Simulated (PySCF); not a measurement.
The metal is changed in MCl4-. Gas-phase values, no solvent. Multiplicities are imposed; where one is given, others were not computed.

The spin population on the central atom (Mulliken) from two functionals at the same geometries (TPSS-D3(BJ)/def2-SVP), both in PySCF: PBE-D3(BJ)/def2-TZVP and TPSSh-D3(BJ)/def2-TZVP. 

```
species                                                PBE-D3(BJ)/def2-TZVP  TPSSh-D3(BJ)/def2-TZVP
-----------------------------------------------------  --------------------  ----------------------
M = Co, multiplicity 3                                                 1.69                    1.94
M = Co, multiplicity 5 ([Co(Cl)4]- (lower quintet))                    2.70                    2.85
M = Ni, multiplicity 2 ([Ni(Cl)4]- (excited doublet))                  0.71                    0.92
M = Ni, multiplicity 4                                                 1.63                    1.77
```

Over these rows, drawn at random from the members with no instability flagged (it was tested for open shells, ions and some series alone), PBE minus TPSSh-D3(BJ): mean -0.19, from -0.25 to -0.14.
